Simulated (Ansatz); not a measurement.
`[BH2][Zn][F]` + `CCC#CF` → `[BH2][Zn][CH2]C` + `FC#CF`  (formal exchange of groups at a Zn–F bond)

Isolated molecules relaxed with PBE0-D4/def2-TZVP in Ansatz; ΔE leaves out vibrations. CCSD(T)/CBS is the MP2 limit (def2-TZVPP, def2-QZVPP) plus CCSD(T) − MP2 in def2-TZVPP, frozen cores. This one scheme is used for every species. DFT in def2-TZVPP. B3LYP here is the variant with VWN-RPA as its local correlation; programs differ in this. For Zn outer-core shells are correlated without core-valence functions, which leaves a few kJ/mol of doubt a bond. Scalar relativity is left out up to krypton. One conformer a species, not always the lowest.

| level | ΔE (kJ/mol) |
| --- | --- |
| ωB97M-V | 267.9 |
| r2SCAN | 273.9 |
| B3LYP | 270.5 |
| HF/def2-TZVPP | 289.9 |
| MP2/def2-TZVPP | 279.1 |
| SCS-MP2/def2-QZVPP | 285.8 |
| HF/CBS(def2) | 295.4 |
| MP2/CBS(def2) | 288.5 |

What does CCSD(T)/CBS give? (Estimate.)

Ansatz gave: +279.6 kJ/mol. The listed levels differ from it by -11.7, -5.7, -9.1, 10.3, -0.5, 6.2, 15.8, 8.9 kJ/mol.

Largest T1 diagnostic among the species: 0.016.

In def2-TZVPP, CCSD(T) changes the Hartree–Fock value by −19.6 kJ/mol (the triples alone add −2.9 kJ/mol) and MP2 by −10.8 kJ/mol. From PBE to PBE0 (25 % exact exchange), in def2-TZVPP and without D4, ΔE moves by +4.5 kJ/mol.
